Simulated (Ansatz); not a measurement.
`B[Si](O)(F)Cl`, charge 0, multiplicity 1.

**Question.** Give a relaxed structure at PBE0-D4/def2-TZVP (Ansatz 0.2.0). (Estimate.)

**Answer.** Computed: 
Z-matrix (Å, degrees):
```
Si
O 1 1.624
F 1 1.594 2 108.7
B 1 1.994 2 112.3 3 128.0
Cl 1 2.059 2 111.3 3 -115.6
H 2 0.959 1 119.5 3 51.1
H 4 1.193 1 120.7 2 -150.9
H 4 1.193 1 120.1 2 33.8
```
